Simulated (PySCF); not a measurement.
C2H7NSi.
Numbering: `[CH2:1]=[CH:2][SiH2:3][NH2:4]` (hydrogens: H5, H6 on C1; H7 on C2; H8, H9 on Si3; H10, H11 on N4)

Cartesian coordinates in Å at the PBE0-D3(BJ)/def2-SVP level; atoms count from 1:
```xyz
11
C2H7NSi angstrom
C     -2.1158   -0.0069   -0.4381
C     -1.0244    0.0751    0.3319
Si     0.5758   -0.7968   -0.0773
N      1.8692    0.3553   -0.1092
H     -3.0528    0.5025   -0.1848
H     -2.1220   -0.5939   -1.3643
H     -1.0755    0.6822    1.2459
H      0.9510   -1.7953    0.9720
H      0.3192   -1.5505   -1.3541
H      2.8250    0.0293   -0.0202
H      1.8190    1.1446   -0.7440
```

Computed, not measured: PBE0-D3(BJ)/def2-SVP geometry optimisation, gas phase in PySCF.

Take the most abundant isotopes and a rigid rotor. The values belong to one conformer with, in the numbering `[CH2:1]=[CH:2][SiH2:3][NH2:4]`, C1–C2–Si3–N4 125°, C2–Si3–N4–H 161° and -58°.

(1) Give the principal moments of inertia and the rotational constants in MHz.

(2) What kind of rotor is it?

(3) What does the inertial defect say?

(4) Give the other two planar moments, Paa and Pbb, and the rms extents of the mass along the axes.

(5) Where do the levels up to J = 3 lie, in cm⁻¹?

(6) Predict some low-J microwave lines.

(7) Estimate the classical rotational partition function at 10 K, 25 K and 50 K.

## Answers

(1) Ia = 33.13, Ib = 162.02, Ic = 175.18 u·Å²; 505379 MHz·u·Å²/I gives A = 15255, B = 3119, C = 2885 MHz.

(2) A near-prolate asymmetric top. Ray's parameter κ = (2B − A − C)/(A − C) = -0.962; −1 is the prolate and +1 the oblate limit.

(3) Not planar: Δ = Ic − Ia − Ib = -19.97 u·Å². For a rigid frame Δ = −2 Σ m c², so Σ m c² = 9.98 u·Å² lies off the ab plane: 6.45 from hydrogen and 3.54 from heavier atoms. The atom farthest from that plane is 1.29 Å away.

(4) Paa = Σ m a² = (Ib + Ic − Ia)/2 = 152.03 and Pbb = Σ m b² = (Ia + Ic − Ib)/2 = 23.15 u·Å². With the mass M = 73.03 u, the rms extents √(P/M) along a, b and c are 1.44, 0.56, 0.37 Å.

(5) Above 0(0,0):
J = 1: 1(0,1) 0.2003, 1(1,1) 0.6051, 1(1,0) 0.6129
J = 2: 2(0,2) 0.6007, 2(1,2) 0.9978, 2(1,1) 1.0213, 2(2,1) 2.2357, 2(2,0) 2.2358
J = 3: 3(0,3) 1.2011, 3(1,3) 1.5869, 3(1,2) 1.6338, 3(2,2) 2.8365, 3(2,1) 2.8371, 3(3,1) 4.8801, 3(3,0) 4.8801

(6) The dipole components are |μa| = 0.47 D, |μb| = 0.75 D, |μc| = 0.74 D. Intensities carry the squares of the components, which stand as 0.40 : 1.00 : 0.98 (a : b : c). Some lines, for components of 0.1 D or more:

```
type  branch         J(Ka,Kc)    MHz  lower level (cm⁻¹)
   a       Q  2(1,1) ← 2(1,2)    703               0.998
   a       R  1(0,1) ← 0(0,0)   6004               0.000
   a       R  2(1,2) ← 1(1,1)  11774               0.605
   c       Q  2(1,2) ← 2(0,2)  11904               0.601
   a       R  2(0,2) ← 1(0,1)  12005               0.200
   c       Q  1(1,1) ← 1(0,1)  12135               0.200
   a       R  2(1,1) ← 1(1,0)  12243               0.613
   b       Q  1(1,0) ← 1(0,1)  12370               0.200
   b       Q  2(1,1) ← 2(0,2)  12608               0.601
   b       R  1(1,1) ← 0(0,0)  18140               0.000
   c       R  1(1,0) ← 0(0,0)  18374               0.000
   b       R  2(1,2) ← 1(0,1)  23910               0.200
   c       R  2(1,1) ← 1(0,1)  24613               0.200
   c       Q  2(2,1) ← 2(1,1)  36406               1.021
   b       Q  2(2,0) ← 2(1,1)  36410               1.021
   b       Q  2(2,1) ← 2(1,2)  37109               0.998
   b       R  2(2,1) ← 1(1,0)  48649               0.613
   c       R  2(2,0) ← 1(1,0)  48653               0.613
   c       R  2(2,1) ← 1(1,1)  48884               0.605
   b       R  2(2,0) ← 1(1,1)  48887               0.605
```

(7) Point group C1, symmetry number σ = 1; q = (√π/σ)·√((kT/h)³/(ABC)), k/h = 20836.6 MHz/K: 455 at 10 K, 1800 at 25 K, 5090 at 50 K.

No PBE0-D3(BJ)/def2-SVP frequencies stand behind this structure, so it isn't proved a minimum. Zero-point vibration and centrifugal distortion are left out. A rigid rotor knows nothing of inversion at nitrogen, which can split or shift real lines. Quadrupole hyperfine structure (14N) is left out.
